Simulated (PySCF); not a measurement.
Gas-phase reaction: 3 BHCl2 + B3N3Cl3H3 → 3 BCl2NH2 + 2 B + BCl3

Method: PySCF energies plus ideal-gas RRHO corrections (1 bar). † marks an energy on the PBE0/def2-TZVP geometry and frequencies; other levels use their own. MP2 and CCSD(T) freeze the core. 6-31G* has spherical d functions here. Open shells (unrestricted): B (multiplicity 2, electronic degeneracy 6); the rest are closed-shell singlets. Spin-orbit splitting is ignored; it lowers the true energy and changes the entropy of B. B3LYP is the form with VWN-RPA correlation. BCl2NH2: computed as isolated molecules; such fragments, hydroxides, amides, oligomers or adducts are transient or little studied in the gas. MP2 isn't extrapolated to the basis-set limit; its ΔH°(298 K) is 1317.6 kJ in def2-SVP and 1283.7 kJ in def2-TZVPP. CCSD(T) isn't extrapolated to the basis-set limit. The harmonic model lacks anharmonicity and excited electronic states, which grow with temperature; levels with a mode under 35 cm⁻¹ are left out. Internal rotation in BCl2NH2 is treated as a harmonic vibration of one conformer, which makes the entropy rough. Soft modes under 120 cm⁻¹ make the harmonic entropy rough for B3N3Cl3H3.

| level | ΔE electronic, kJ | ΔH°(298 K), kJ | ΔS°(298 K), J/K | ΔG°(1600 K), kJ |
|---|---|---|---|---|
| B3LYP/6-31G* | 1317 | 1311 | 294 | 823 |
| CCSD(T)/def2-SVP† | 1265 | 1261 | 293 | 776 |
| HF/6-31G* | 1166 | 1161 | 292 | 676 |
| HF/def2-TZVP† | 1117 | 1113 | 293 | 627 |
| M06-2X/def2-TZVP† | 1301 | 1297 | 293 | 811 |
| MP2/def2-SVP† | 1322 | 1318 | 293 | 832 |
| PBE/def2-SVP | 1341 | 1336 | 295 | 847 |
| r2SCAN/def2-TZVP† | 1297 | 1293 | 293 | 808 |
| ωB97M-V/def2-TZVP† | 1283 | 1279 | 293 | 794 |
| ωB97X-V/def2-TZVP† | 1279 | 1275 | 293 | 790 |
ΔH° is lowest at HF/def2-TZVP† and highest at PBE/def2-SVP. No reference value is set beside these.
